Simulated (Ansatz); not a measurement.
Harmonic frequencies (cm⁻¹) at PBE0-D4/def2-TZVP from Ansatz: 178, 189, 202, 228, 229, 380, 396, 510, 513, 589, 615, 659, 716, 717, 1009, 3695, 3941, 3944.

Each molecule was computed in one conformer, which needn't be the lowest.

Question: Which molecule is it?
A. `[OH][Ta]([OH])([Cl])([Cl])[Cl]`
B. `[NH]=[Ta]([NH2])([F])[Cl]`
C. `[NH]=[Ta]([OH])([OH])[F]`
D. `[CH3][Ta](=[O])([Cl])[Cl]`

Answer: C.
